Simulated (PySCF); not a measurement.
CF3C(O)NH2, C₂H₂F₃NO.
Geometry (GFN2-xTB, Å), atoms numbered from 1 in this order:
```xyz
9
C2H2F3NO angstrom
N      1.2643   -0.4520   -0.1667
C      0.4195    0.5803   -0.0304
O      0.7074    1.7438   -0.0116
C     -1.0530    0.0866    0.1220
F     -1.9340    1.0752    0.0971
F     -1.2133   -0.5824    1.2776
F     -1.3777   -0.7780   -0.8581
H      2.2481   -0.2592   -0.2702
H      0.9523   -1.4084   -0.1848
```

The computed photoelectron lines, unassigned: C 1s: 295.20 (area 1), 298.71 (area 1) eV; N 1s: 407.16 eV; O 1s: 538.27 eV; F 1s: 694.49 eV.

Computed, not measured: delta-SCF UKS SCAN, pcX-2 on the ionised atom, pcseg-1 elsewhere, spin-free X2C (PySCF 2.14.0). Isolated species at its GFN2-xTB geometry, gas phase.

(1) Which carbon gives which C 1s line?

## Answers

(1) 295.20 eV: C2 (amide carbonyl carbon); 298.71 eV: C4 (CF3 carbon). Lowest listed C 1s: C2, bonded to O (double bond), N and C. Highest, 3.51 eV above it: C4, bonded to 3 F and C.

Bonded neighbours of each site: N1: C and 2 H; C2: O (double bond), N and C; O3: C (double bond); C4: 3 F and C; F5/F6/F7: C.

Task: What is the longest wavelength that can ionise N 1s of N1 vertically?

Result: λ = hc/E = 12398.42 eV Å / 407.16 eV = 30.451 Å.

Topologically equivalent atoms share the value of their first member; where this conformer doesn't relate them by symmetry, their own values could differ.
